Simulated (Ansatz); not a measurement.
Cost and result for the atomization energy of `FC(F)CC(F)F` (11 atoms, 10 bonds).

```json
{"atom": "F1", "x (Å)": "-1.4362", "y (Å)": "1.3642", "z (Å)": "1.3701"}
{"atom": "C2", "x (Å)": "-0.4098", "y (Å)": "0.5277", "z (Å)": "1.0830"}
{"atom": "F3", "x (Å)": "-0.6113", "y (Å)": "-0.6196", "z (Å)": "1.7866"}
{"atom": "C4", "x (Å)": "-0.4021", "y (Å)": "0.2279", "z (Å)": "-0.3926"}
{"atom": "C5", "x (Å)": "0.7162", "y (Å)": "-0.7014", "z (Å)": "-0.7839"}
{"atom": "F6", "x (Å)": "0.6699", "y (Å)": "-0.9294", "z (Å)": "-2.1186"}
{"atom": "F7", "x (Å)": "1.9163", "y (Å)": "-0.1202", "z (Å)": "-0.5121"}
{"atom": "H8", "x (Å)": "0.5153", "y (Å)": "0.9837", "z (Å)": "1.4465"}
{"atom": "H9", "x (Å)": "-0.2893", "y (Å)": "1.1610", "z (Å)": "-0.9488"}
{"atom": "H10", "x (Å)": "-1.3583", "y (Å)": "-0.2274", "z (Å)": "-0.6597"}
{"atom": "H11", "x (Å)": "0.6893", "y (Å)": "-1.6666", "z (Å)": "-0.2705"}
```

Total charge 0; spin multiplicity 1. All single points use the PBE0-D4/def2-TZVP geometry. It is one conformer, not always the lowest. Program: Ansatz. All runs use 4 threads of an AMD EPYC 9R45 on a shared host. Times are those of one run each, without the atoms' runs, and a repeat can differ threefold. Electronic energies, without spin–orbit coupling; frozen cores. CCSD(T)/CBS adds CCSD(T) − MP2 in def2-TZVPP to the MP2 limit, and its time is that of the two runs behind it. T1 = 0.012.

CCSD(T)/CBS is a level of theory with its own doubt, some kJ/mol a heavy atom from the limit and from the frozen cores, so smaller differences don't rank the functionals.

```
                             level  functions  wall time  atomization (kcal/mol)  difference from CCSD(T)/CBS  per bond
            LDA (SPW92)/def2-TZVPP        273     0.55 s                  1255.4                        199.5      20.0
                BLYP-D4/def2-TZVPP        273     0.85 s                  1058.0                          2.1       0.2
   PBE-D4/def2-TZVPP (with forces)        273      1.1 s                  1095.5                         39.6       4.0
           CAM-B3LYP-D4/def2-TZVPP        273      1.4 s                  1064.2                          8.3       0.8
r2SCAN-D4/def2-TZVPP (with forces)        273      1.7 s                  1062.1                          6.2       0.6
             r2SCANh-D4/def2-TZVPP        273      1.9 s                  1051.4                         -4.5      -0.5
                ωB97X-V/def2-TZVPP        273      2.8 s                  1060.3                          4.4       0.4
                 B97M-V/def2-TZVPP        273      3.1 s                  1055.4                         -0.5      -0.1
  ωB97M-V/def2-TZVPP (with forces)        273        4 s                  1060.4                          4.5       0.4
                  CCSD(T)/def2-SVP        118      4.7 s                  1009.1                        -46.8      -4.7
                    MP2/def2-QZVPP        519       11 s                  1079.3                         23.4       2.3
                CCSD(T)/def2-TZVPP        273    2.2 min                  1028.9                        -27.0      -2.7
                 CCSD(T)/CBS(def2)          –    2.4 min                  1055.9                          0.0       0.0
```

From PBE to PBE0 (25 % exact exchange), in def2-TZVPP and without D4, the atomization energy moves by −31.7 kcal/mol: exact exchange takes away binding that semilocal exchange gives to molecules. Leaving LDA and LC-ωPBE aside and taking each functional with its dispersion term where it has one, the values, not all of them listed here, spread over 88.6 kcal/mol, from BHLYP-D4 to PBE-D4. LDA lies +164.2 kcal/mol from PBE without D4, its usual overbinding. At CCSD(T), def2-SVP lies −46.8 kcal/mol from the extrapolated value and def2-TZVPP −27.0 kcal/mol: correlation converges slowly with the basis, and small sets miss more of it in the bonded molecule than in its fragments.
